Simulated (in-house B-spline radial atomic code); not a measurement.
A run on neutral molybdenum (an excited or competing configuration) that did not converge. Method: scalar-relativistic (X2C) wB97X, spin-polarised, spherical fractional occupations, exact exchange averaged over the configuration, Fermi nucleus of rms radius 4.4091 fm; computed with an all-electron radial atomic-structure program (B-spline basis).

Command:
```bash
python run_scf.py task.json out
```
Settings (nuclear radius in fm, mass in u):
```
Z                42
configuration    [Kr] 4d4 5s1 6f1
hamiltonian      x2c
method           wb97x
spin_polarised   True
nucleus          fermi
rms_radius       4.4091
atomic_mass      97.9054
speed_of_light   137.035999084
exact_exchange   averaged over the configuration
```

First and last ten iterations of the last attempt (damped for 15 steps, keeping 80 % of the old Fock matrix, then DIIS):
```
 iter        energy (Eh)    residual
    1       -4042.642987    4.37e-01
    2       -4046.068267    1.99e-01
    3       -4047.126659    1.36e-01
    4       -4047.672021    9.52e-02
    5       -4047.912715    6.67e-02
    6       -4048.037665    5.14e-02
    7       -4048.106265    3.94e-02
    8       -4048.139975    3.04e-02
    9       -4048.156793    2.36e-02
   10       -4048.165390    1.85e-02
  111       -4048.176689    2.22e-06
  112       -4048.176689    3.36e-06
  113       -4048.176689    2.31e-06
  114       -4048.176689    2.33e-06
  115       -4048.176689    2.25e-06
  116       -4048.176689    2.14e-06
  117       -4048.176689    2.07e-06
  118       -4048.176689    2.67e-06
  119       -4048.176689    2.21e-06
  120       -4048.176689    1.03e-05
 not converged after 120 iterations
```

The smallest residual met was 2.0e-06; the threshold is about 4e-07. Over the last five steps the energy moves by less than 1e-08 hartree, but the orbitals didn't meet the threshold. Time taken, with all properties: 49 s on 1 thread of Arm Neoverse N1, with other jobs on the host.
